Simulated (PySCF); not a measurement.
# Electronic absorption of CH9NSi2

Compound: CH9NSi2.
Atom-mapped SMILES: `[CH3:1][SiH2:2][SiH2:3][NH2:4]` (hydrogens: H5, H6, H7 on C1; H8, H9 on Si2; H10, H11 on Si3; H12, H13 on N4)

Geometry (GFN2-xTB, Å), atoms numbered from 1 in this order:
```
atom  x, y, z in Å
C1     2.258   -0.013   -0.535
Si2    0.603   -0.797   -0.031
Si3   -1.130    0.635   -0.544
N4    -2.521    0.016    0.270
H5     2.415    0.941   -0.038
H6     3.095   -0.656   -0.281
H7     2.299    0.167   -1.606
H8     0.705   -1.120    1.405
H9     0.526   -2.102   -0.707
H10   -1.553    0.667   -1.950
H11   -0.833    2.045   -0.200
H12   -2.452   -0.222    1.246
H13   -3.417    0.440    0.092
```

Computed with TDDFT PBE0/def2-SVPD, vertical, gas phase, core orbitals frozen in the response in PySCF.

| state | E (eV) | ν̃ (cm⁻¹) | f | main configurations (H = HOMO, L = LUMO) |
| --- | --- | --- | --- | --- |
| S1 | 5.60 | 45170 | 0.0034 | H→L (98%) |
| S2 | 6.50 | 52460 | 0.012 | H→L+1 (95%) |
| S3 | 6.80 | 54810 | 0.035 | H-1→L (65%), H→L+2 (28%) |
| S4 | 6.91 | 55760 | 0.022 | H→L+2 (65%), H-1→L (30%) |
| S5 | 7.33 | 59120 | 0.049 | H→L+3 (92%) |
| S6 | 7.47 | 60250 | 0.015 | H-1→L+1 (81%), H→L+4 (9%) |

Triplets (Tamm–Dancoff): T1 5.26 eV, H→L (93%); T2 5.97 eV, H→L+1 (35%), H-1→L (34%), H→L+2 (12%).

The lowest singlet lies at 5.60 eV (221 nm, ultraviolet) and is very weak; its leading configuration is HOMO→LUMO (98%). The strongest level in the table is S5 at 7.33 eV (169 nm, f = 0.049). Löwdin shares by element: HOMO nitrogen 54%, silicon 16% or more, hydrogen 16% or more; LUMO silicon 48%, hydrogen 8% or more, nitrogen 8% (atoms not listed hold the other 36%). The listed states span 1.87 eV, and the widest gap between neighbours is 0.90 eV (S1 to S2). Orbital energies (eV): HOMO-3 -9.19, HOMO-2 -9.07, HOMO-1 -8.29, HOMO -7.26, LUMO -0.31, LUMO+1 0.39, LUMO+2 0.76. The oscillator strengths of these states sum to 0.136; summed over the whole spectrum of an exact calculation they would give the number of electrons, 50 (Thomas–Reiche–Kuhn). The window holds the lowest 6 singlets.

On one thread of an Intel Xeon Platinum 8488C, shared host, this took 11 s wall and 0.70 GiB of memory at its peak.

One conformer stands for the species.
